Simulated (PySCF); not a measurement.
Gas-phase reaction: 6 HI + 2 B ⇌ 2 BI3 + 3 H2

Method: PySCF energies (xtb for GFN2) plus ideal-gas RRHO corrections (1 bar). † marks an energy on the PBE0/def2-TZVP geometry and frequencies; other levels use their own. CCSD(T) freezes the core. Open shells (unrestricted): B (multiplicity 2, electronic degeneracy 6); the rest are closed-shell singlets. GFN2 has no spin-polarisation term. Spin-orbit splitting is ignored; it lowers the true energy and changes the entropy of B. B3LYP is the form with VWN-RPA correlation. I: scalar-relativistic def2 core potential, no spin-orbit coupling. CCSD(T) isn't extrapolated to the basis-set limit; its ΔH°(298 K) is -1183.8 kJ in def2-SVP and -1209.7 kJ in def2-TZVPP. The harmonic model lacks anharmonicity and excited electronic states, which grow with temperature; levels with a mode under 35 cm⁻¹ are left out. Soft modes under 120 cm⁻¹ make the harmonic entropy rough for BI3.

| level | ΔE electronic, kJ | ΔH°(298 K), kJ | ΔS°(298 K), J/K | ΔG°(800 K), kJ |
|---|---|---|---|---|
| B3LYP/def2-TZVP† | -1213 | -1197 | -456 | -838 |
| CCSD(T)/def2-SVP† | -1200 | -1184 | -456 | -825 |
| GFN2-xTB | -1561 | -1558 | -452 | -1202 |
| HF/def2-TZVP† | -970 | -954 | -456 | -595 |
| PBE/def2-SVP | -1341 | -1325 | -453 | -968 |
| PBE0/def2-SVP† | -1311 | -1295 | -456 | -936 |
| r2SCAN/def2-TZVP† | -1328 | -1311 | -456 | -953 |
| LDA/def2-TZVP† | -1459 | -1443 | -456 | -1084 |
| ωB97M-V/def2-TZVP† | -1270 | -1254 | -456 | -895 |
| ωB97X-V/def2-TZVP† | -1263 | -1247 | -456 | -888 |
ΔH° is lowest at GFN2-xTB and highest at HF/def2-TZVP†. No reference value is set beside these.
